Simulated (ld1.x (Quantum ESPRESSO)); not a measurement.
**Transferability test, TM potential for silver**

```
Element                 : Ag (Z = 47)
Generator               : ld1.x (Quantum ESPRESSO) 7.5
Type                    : norm-conserving Troullier–Martins (Kleinman–Bylander form)
Functional              : PBE
Relativity              : non-relativistic
Frozen core             : [Kr]
Valence charge          : 11
Reference configuration : 4d10 5s0.75 5p0 (charge +0.25)
Partial waves           : 5p (bound, empty): rc 2.40 bohr; 4d (bound): rc 1.10 bohr; 5s (bound): rc 2.80 bohr
Local potential         : the s channel
Core correction         : Bessel-smoothed model core inside 1.08 bohr
```

Energies are relative to the spin-unpolarised reference configuration 4d10 5s0.75 5p0; without spin polarisation the order of configurations can differ from experiment.

Task: Give the all-electron excitation energy and the error of the potential for: 4d10 5s1 5p0; 4d10 5s0 5p0; 4d9 5s0 5p0; 4d9 5s1 5p0; 4d9 5s1 5p1; 4d10 5s0.5 5p0; 4d8 5s0 5p0.

Result:

```json
{"valence configuration": "4d10 5s1 5p0", "charge": "0", "ΔE all-electron (eV)": "-1.188", "error AE − PS (meV)": "-0.4"}
{"valence configuration": "4d10 5s0 5p0", "charge": "+1", "ΔE all-electron (eV)": "5.995", "error AE − PS (meV)": "-6.1"}
{"valence configuration": "4d9 5s0 5p0", "charge": "+2", "ΔE all-electron (eV)": "28.422", "error AE − PS (meV)": "-183"}
{"valence configuration": "4d9 5s1 5p0", "charge": "+1", "ΔE all-electron (eV)": "12.493", "error AE − PS (meV)": "-155"}
{"valence configuration": "4d9 5s1 5p1", "charge": "0", "ΔE all-electron (eV)": "7.931", "error AE − PS (meV)": "-187"}
{"valence configuration": "4d10 5s0.5 5p0", "charge": "+0.5", "ΔE all-electron (eV)": "1.581", "error AE − PS (meV)": "-0.5"}
{"valence configuration": "4d8 5s0 5p0", "charge": "+3", "ΔE all-electron (eV)": "65.078", "error AE − PS (meV)": "-927"}
```
